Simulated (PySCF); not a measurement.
but-1-en-3-yne (C4H4), SMILES C#CC=C. The structure is a stationary point at PBE0-D3(BJ)/def2-SVP.

Computed equilibrium geometry at PBE0-D3(BJ)/def2-SVP (PySCF confirms it by a frequency run) as a Z-matrix, and its point group:
point group Cs.
```
C
C 1 1.3406
H 2 1.0923 1 120.72
H 2 1.0928 3 117.84 1 -180.00
H 1 1.0967 2 119.53 3 0.00
C 1 1.4238 5 115.95 2 180.00
C 6 1.2140 5 151.22 1 180.00
H 7 1.0742 5 161.97 1 -180.00
```
Charge 0, spin multiplicity 1.
